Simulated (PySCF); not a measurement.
A structure optimised at B3LYP-D3(BJ)/def2-SVP, used in a PySCF frequency run:

```xyz
4

Sn     0.0000     0.0000     0.0000
F     -1.8820     0.0000     0.0000
F      0.9410     1.6299     0.0000
F      0.9410    -1.6299     0.0000
```
Charge +1, spin multiplicity 1.

### Question
Write its SMILES, formula and point group.

### Answer
[F][Sn+]([F])[F], F3Sn, D3h

### Question
What are its rotational constants (standard atomic weights)?

### Answer
5.0069, 5.0069, 2.5035 GHz
